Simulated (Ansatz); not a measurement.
C₃H₃NSZn, SMILES `S=CN1C=[C]1[ZnH]`. Charge 0, multiplicity 1. The geometry is a stationary point of PBE0-D4/def2-TZVP. It is one conformer, not always the lowest.

```xyz
9

S    -2.775    1.052   -0.067
C    -1.601    0.065   -0.615
N    -0.291    0.400   -0.729
C     0.393    1.236    0.191
C     0.886    0.038    0.188
Zn    1.992   -1.461    0.598
H    -1.823   -0.923   -1.024
H     0.344    2.255    0.530
H     2.873   -2.662    0.927
```

(1) What is the dipole moment at r2SCAN/def2-TZVPP? (Estimate.)

(2) And with PBE, B3LYP, ωB97M-V? (An estimate is asked.)

(3) Give the Mulliken charges with r2SCAN, B3LYP, PBE in def2-TZVPP. (Estimate.)

Answers

(1) Computed: 4.52 D, with components (4.26, -1.27, 0.82) D in this frame, pointing from negative to positive charge.

(2) The calculation gave: PBE 4.32 D, B3LYP 4.46 D, ωB97M-V 4.55 D.

(3) Ansatz gave: 
| atom | r2SCAN | B3LYP | PBE |
| --- | --- | --- | --- |
| S1 | -0.29 | -0.29 | -0.28 |
| C2 | 0.06 | 0.03 | 0.01 |
| N3 | -0.18 | -0.20 | -0.13 |
| C4 | 0.07 | 0.13 | 0.11 |
| C5 | -0.13 | -0.17 | -0.12 |
| Zn6 | 0.29 | 0.26 | 0.18 |
| H7 | 0.08 | 0.11 | 0.10 |
| H8 | 0.19 | 0.22 | 0.20 |
| H9 | -0.09 | -0.09 | -0.06 |

B3LYP here is the variant with VWN-RPA as its local correlation; programs differ in this.
